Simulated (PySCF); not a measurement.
Computed properties of GaH, SMILES [GaH]

GaH, SMILES [GaH] (connectivity only; charge and spin as stated), neutral, multiplicity 1. Coordinates come from a B3LYP-D3(BJ)/def2-TZVPD optimisation. The values are those of a single conformer. All values are computed for the isolated molecule unless a solvent is named; none is compared with measurement here.

**Structure.** The optimised structure has C∞v symmetry. All 1 harmonic modes at B3LYP-D3(BJ)/def2-TZVPD (PySCF) are real, so it is a minimum.

**Vibrations.** The strongest infrared lines (harmonic, unscaled, degenerate partners summed) lie at 1563 cm⁻¹ (846 km/mol, H 99 %). The softest mode is at 1563 cm⁻¹ and the zero-point energy is 2.2 kcal/mol.

**Electronic structure.** ωB97X/def2-TZVPD (PySCF) places the frontier levels at -8.14 and 0.13 eV, a gap of 8.27 eV, and gives a dipole moment of 0.44 D and a mean polarisability of 41.4 bohr³.

**Excitations.** TDA-B3LYP/def2-TZVPD (PySCF) has S1 at 3.02 eV (411 nm, f = 0.068, bright); the most intense of the 10 singlets computed lies at 8.68 eV (f = 0.61). Strengths of degenerate partners are summed. T1 (TDA) is at 2.08 eV, 0.94 eV under S1.

**NMR.** GIAO shifts at HF/pcSseg-2 (PySCF) (non-relativistic, atoms alike by connectivity averaged): ¹H at 9.4 ppm against TMS.
